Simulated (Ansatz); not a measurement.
`N[B](N)[AlH2]` and `CB(N)N` differ in one atom or group.

Ansatz, PBE0-D4/def2-TZVP geometries, multiplicity 1. Each molecule was computed in one conformer, which needn't be the lowest.

```tsv
property	`N[B](N)[AlH2]`
ideal-gas entropy at 298 K and 1 bar (rigid rotor, harmonic PBE0-D4/def2-TZVP) / J/(mol·K)	323
HOMO energy (PBE0/def2-TZVPP) / eV	-6.91
LUMO energy (PBE0/def2-TZVPP) / eV	-1.50
HOMO–LUMO gap (PBE/def2-TZVPP) / eV	3.45
size of the dipole moment (ωB97M-V/def2-TZVPP) / D	2.56
HOMO energy (B3LYP/def2-TZVPP) / eV	-6.73
```

(1) Give the same properties after the change, and the shifts. (Estimate.)

Answers

(1) Computed: 
| property | `CB(N)N` | shift |
| --- | --- | --- |
| ideal-gas entropy at 298 K and 1 bar (rigid rotor, harmonic PBE0-D4/def2-TZVP) / J/(mol·K) | 314 | -9 |
| HOMO energy (PBE0/def2-TZVPP) / eV | -6.75 | 0.16 |
| LUMO energy (PBE0/def2-TZVPP) / eV | 0.87 | 2.37 |
| HOMO–LUMO gap (PBE/def2-TZVPP) / eV | 5.45 | 2.00 |
| size of the dipole moment (ωB97M-V/def2-TZVPP) / D | 1.09 | -1.47 |
| HOMO energy (B3LYP/def2-TZVPP) / eV | -6.52 | 0.21 |

With PBE0 the HOMO rises by 0.16 eV and the LUMO rises by 2.37 eV, so the gap widens by about 2.21 eV. PBE moves the HOMO by 0.35 eV and ωB97M-V by -0.10 eV. The zero-point energy changes by 61.8 kJ/mol with +3 modes. Dipoles are sizes alone; their direction can turn. Modes under 60 cm⁻¹, often nearly free rotors, make the harmonic entropy too high.

B3LYP here is the variant with VWN-RPA as its local correlation; programs differ in this.
